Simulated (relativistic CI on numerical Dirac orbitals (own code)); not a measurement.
**Mn+ in a cubic cluster: 2p photoemission with charge transfer**

Computed with a charge-transfer multiplet model of a cubic metal-ligand cluster with up to 3 ligand holes, Slater and spin-orbit integrals from Dirac-Coulomb-Breit ions, Slater integrals scaled by 0.8. The parameters are those of a tetrahedral site (10Dq negative, t2 hopping the larger). The ground state mixes d6 with configurations of k ligand holes L, whose averages lie at kΔ + k(k − 1)U_dd/2; a core hole lowers each added d electron by U_cd. 300 K, Lorentzian 0.6 eV and Gaussian 0.8 eV FWHM.

Atomic integrals in eV (Slater integrals scaled, ζ unscaled), ground: F2dd 7.203, F4dd 4.433, zeta_d 0.031; with the core hole: F2dd 8.873, F4dd 5.517, zeta_d 0.052, zeta_core 6.792, F2cd 5.084, G1cd 3.747, G3cd 2.127.

Cluster parameters (eV): U_dd = 4.9, U_cd = 6.2, 10Dq = -0.3, 10Dq(ligand) = 0, V(eg) = 1.3, V(t2g) = -2.21, final-state hopping factor = 0.9.

| Case | n_d | d6 | d7L | d8L2 | d9L3 | S |
| --- | --- | --- | --- | --- | --- | --- |
| Δ = 4.2 eV | 6.30 | 0.72 | 0.26 | 0.02 | 0.00 | 2.00 |
| Δ = 6.2 eV | 6.20 | 0.81 | 0.18 | 0.01 | 0.00 | 2.00 |
| Δ = 7.2 eV | 6.17 | 0.84 | 0.16 | 0.01 | 0.00 | 2.00 |

Weights, n_d and S are thermal averages at 300 K. Binding energies count from the first peak over 30 % of the highest in each spectrum, which can be another peak from case to case. The parameters are a model scan and need not match a compound or its usual spin state. Peaks in eV (height, largest 100):
- Δ = 4.2 eV: 0.0 (100), 6.2 (28), 11.3 (53), 17.3 (14)
- Δ = 6.2 eV: 0.0 (100), 6.4 (19), 11.4 (52), 17.4 (9)
- Δ = 7.2 eV: 0.0 (100), 6.8 (14), 11.5 (52), 17.7 (7)

Curve for Δ = 6.2 eV (points under 2 left out, the grid thinned):

(E (eV), Intensity): (-3.5, 2.1), (-3.0, 2.8), (-2.4, 4.4), (-1.9, 7.2), (-1.3, 18.2), (-0.8, 50.9), (-0.3, 93.7), (0.3, 95.5), (0.8, 81.4), (1.4, 58.3), (1.9, 42.2), (2.5, 28.9), (3.0, 24.2), (3.5, 20.8), (4.1, 16.9), (4.6, 15.7), (5.2, 15.0), (5.7, 15.9), (6.2, 18.2), (6.8, 17.4), (7.3, 13.8), (7.9, 10.4), (8.4, 9.6), (8.9, 9.7), (9.5, 12.0), (10.0, 18.0), (10.6, 37.7), (11.1, 50.9), (11.6, 51.4), (12.2, 40.5), (12.7, 28.1), (13.3, 17.3), (13.8, 11.3), (14.3, 7.5), (14.9, 5.7), (15.4, 5.4), (16.0, 5.9), (16.5, 7.0), (17.1, 8.5), (17.6, 8.7), (18.1, 7.2), (18.7, 5.6), (19.2, 4.7), (19.8, 3.2), (20.3, 2.0)

For the case Δ = 6.2 eV, Δ = 6.2 eV is larger than U_dd = 4.9 eV, the Mott-Hubbard side of the Zaanen-Sawatzky-Allen scheme. With the core hole the configuration with one ligand hole lies at Δ − U_cd = -2.0, 0.0, 1.0 eV from the one without, in the order of the table; where this is negative the screened configuration lies lower, though the effective hopping of about 3.5 eV (from the holes of the mixed ground state) mixes the two strongly wherever it is as large as the gap.
